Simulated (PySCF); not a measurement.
C₄H₄, SMILES C12C3C1C23.

Geometry optimised at PBE0-D3(BJ)/def2-SVP.

Two levels are set side by side: TDA-PBE/def2-SVPD (PySCF) and TDA-CAM-B3LYP/def2-SVPD (PySCF). Vertical, same geometry. The lowest singlet is HOMO→LUMO 100 % with PBE and HOMO→LUMO 99 % with the other functional; states are paired by order. Differences are taken from unrounded values.

```json
[
 {"quantity": "lowest singlet excitation (eV)", "TDA-PBE": "6.29"},
 {"quantity": "lowest triplet excitation (TDA) (eV)", "TDA-PBE": "6.19"}
]
```

Task: These are the TDA-PBE values. What does TDA-CAM-B3LYP give? (An estimate is asked for; the answer gives what the named calculation found.)

Result: 
```json
[
 {"quantity": "lowest singlet excitation (eV)", "TDA-CAM-B3LYP": "6.97", "TDA-PBE minus TDA-CAM-B3LYP": "-0.68"},
 {"quantity": "lowest triplet excitation (TDA) (eV)", "TDA-CAM-B3LYP": "6.83", "TDA-PBE minus TDA-CAM-B3LYP": "-0.64"}
]
```

A lower first singlet is the usual sign of a functional without exact exchange. Differences between two approximate levels are no errors against the true value.

Rough cost on one machine, each run with all the roots and properties that it gave: TDA-CAM-B3LYP against TDA-PBE about 3 times.
